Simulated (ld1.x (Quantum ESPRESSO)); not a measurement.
Pseudopotential generation for Pd: RRKJ, LDA (PZ), scalar-relativistic.

Input for ld1.x (Quantum ESPRESSO) 7.5:

```
&input
   title='Pd', zed=46., rel=1, dft='PZ', iswitch=3,
   config='[Kr] 4d10 5s0 5p0',
   nld=3, rlderiv=2.25, eminld=-8.0, emaxld=5.0, deld=0.04
 /
 &inputp
   pseudotype=2, tm=.false., lloc=0,
   nlcc=.true., new_core_ps=.true., rcore=0.70,
   file_pseudopw='Pd.UPF', file_wfcaegen='ae.wfc', file_wfcncgen='nc.wfc', file_beta='beta', file_chi='chi'
 /
3
4P  2  1   6.00   0.00  1.15  1.15  0.0
4D  3  2  10.00   0.00  2.05  2.05  0.0
4S  1  0   2.00   0.00  1.45  1.45  0.0
 &test
   configts(1)='4s2 4p6 4d10 5s0 5p0'
 /
```

Command:

```bash
ld1.x < Pd.in > Pd.out
```

Resulting log (shortened: banner, matrices, multipoles, cross overlaps and the repeated all-electron block are left out):

```
Program LD1 v.7.5
     --------------------------- All-electron run ----------------------------

     Pd
     scalar relativistic calculation

     atomic number is 46.00
     dft =PZ   lsd =0 sic =0 latt =0  beta=0.20 tr2=1.0E-14
     Exchange-correlation= PZ
                           (   1   1   0   0   0   0   0)
     mesh =1235 r(mesh) =  99.12271 a.u. xmin = -7.00 dx = 0.01250
     1 Ry =  13.60569312 eV, c = 137.03599908

     n l     nl                  e(Ry)          e(Ha)          e(eV)
     1 0     1S 1( 2.00)     -1773.9483      -886.9741    -24135.7958
     2 0     2S 1( 2.00)      -259.0643      -129.5322     -3524.7496
     2 1     2P 1( 6.00)      -232.4225      -116.2113     -3162.2694
     3 0     3S 1( 2.00)       -46.6700       -23.3350      -634.9781
     3 1     3P 1( 6.00)       -37.9127       -18.9564      -515.8290
     4 0     4S 1( 2.00)        -6.2796        -3.1398       -85.4386
     4 1     4P 1( 6.00)        -3.7751        -1.8876       -51.3634
     3 2     3D 1(10.00)       -23.9579       -11.9790      -325.9644
     4 2     4D 1(10.00)        -0.3169        -0.1585        -4.3119
     5 0     5S 1( 0.00)        -0.2660        -0.1330        -3.6188
     5 1     5P 1( 0.00)        -0.0264        -0.0132        -0.3589

     final scf error:  3.8E-15 reached in  21 iterations

     Etot =  -10082.261635 Ry,   -5041.130817 Ha, -137176.157790 eV

     Ekin =   10455.016190 Ry,    5227.508095 Ha,  142247.741872 eV
     Encl =  -24372.667234 Ry,  -12186.333617 Ha, -331607.030971 eV
     Eh   =    4113.580269 Ry,    2056.790135 Ha,   55968.110777 eV
     Exc  =    -278.190860 Ry,    -139.095430 Ha,   -3784.979469 eV

     normalization and overlap integrals

     s(1S/1S) =  1.000000  <r> =   0.0319  <r2> =    0.0014  r(max) =   0.0207
     s(2S/2S) =  1.000000  <r> =   0.1385  <r2> =    0.0226  r(max) =   0.1175
     s(2P/2P) =  1.000000  <r> =   0.1207  <r2> =    0.0178  r(max) =   0.0938
     s(3S/3S) =  1.000000  <r> =   0.3800  <r2> =    0.1652  r(max) =   0.3443
     s(3P/3P) =  1.000000  <r> =   0.3792  <r2> =    0.1671  r(max) =   0.3358
     s(4S/4S) =  1.000000  <r> =   0.9458  <r2> =    1.0156  r(max) =   0.8469
     s(4P/4P) =  1.000000  <r> =   1.0435  <r2> =    1.2525  r(max) =   0.9129
     s(3D/3D) =  1.000000  <r> =   0.3579  <r2> =    0.1529  r(max) =   0.2819
     s(4D/4D) =  1.000000  <r> =   1.5916  <r2> =    3.2511  r(max) =   1.1012
     s(5S/5S) =  1.000000  <r> =   3.3534  <r2> =   13.1390  r(max) =   2.6415
     s(5P/5P) =  1.000000  <r> =   5.9576  <r2> =   44.9683  r(max) =   4.0913

     ------------------------ End of All-electron run ------------------------

     --------------------- Generating NC pseudopotential ---------------------

      Generating local pot.: lloc=0, matching radius rcloc =   1.4500

      Computing core charge for nlcc:

       r > 0.70 : true rho core
      Core charge pseudized with two Bessel functions
      Integrated core pseudo-charge :  12.23

      Wfc   4P  rcut= 1.158  Estimated cut-off energy=      133.00 Ry
      This function has    0 nodes for 0 < r <    1.158

      Wfc   4D  rcut= 2.057  Estimated cut-off energy=       55.53 Ry
      This function has    0 nodes for 0 < r <    2.057

     ------------------- End of pseudopotential generation -------------------

     Computing logarithmic derivative in   2.25947
     Computing logarithmic derivative in   2.25947
     Computing the partial wave expansion
       no projector for channel:   0
     R is outside the sphere for l=    1 j= 0.00
     R is outside the sphere for l=    2 j= 0.00

     ---------------------- Testing the pseudopotential ----------------------

     Pd
     scalar relativistic calculation

     atomic number is 46.00   valence charge is 18.00
     dft =PZ   lsd =0 sic =0 latt =0  beta=0.20 tr2=1.0E-14
     mesh =1235 r(mesh) =  99.12271 xmin = -7.00 dx = 0.01250

     n l     nl             e AE (Ry)        e PS (Ry)    De AE-PS (Ry)
     1 0     4S   1( 2.00)       -6.27962       -6.27962       -0.00000
     2 1     4P   1( 6.00)       -3.77514       -3.77515        0.00000
     3 2     4D   1(10.00)       -0.31692       -0.31692        0.00000
     2 0     5S   1( 0.00)       -0.26598       -0.32998        0.06400  !
     3 1     5P   1( 0.00)       -0.02638       -0.03088        0.00450

     eps = 7.7E-15  iter = 25

     Etot =  -10082.261635 Ry,   -5041.130817 Ha, -137176.157790 eV
     Etotps =  -298.732318 Ry,    -149.366159 Ha,   -4064.460245 eV

     Ekin =      88.253940 Ry,      44.126970 Ha,    1200.756026 eV
     Encl =    -526.429360 Ry,    -263.214680 Ha,   -7162.436327 eV
     Ehrt =     221.301054 Ry,     110.650527 Ha,    3010.954225 eV
     Ecxc =     -74.112863 Ry,     -37.056431 Ha,   -1008.356865 eV
     (Ecc =     -45.767178 Ry,     -22.883589 Ha,    -622.694177 eV)
     Epseu=      -7.745089 Ry,      -3.872544 Ha,    -105.377303 eV

     ---------------------- End of pseudopotential test ----------------------
```

Generation and configuration tests took about 1.9 s on one core of a shared server CPU.
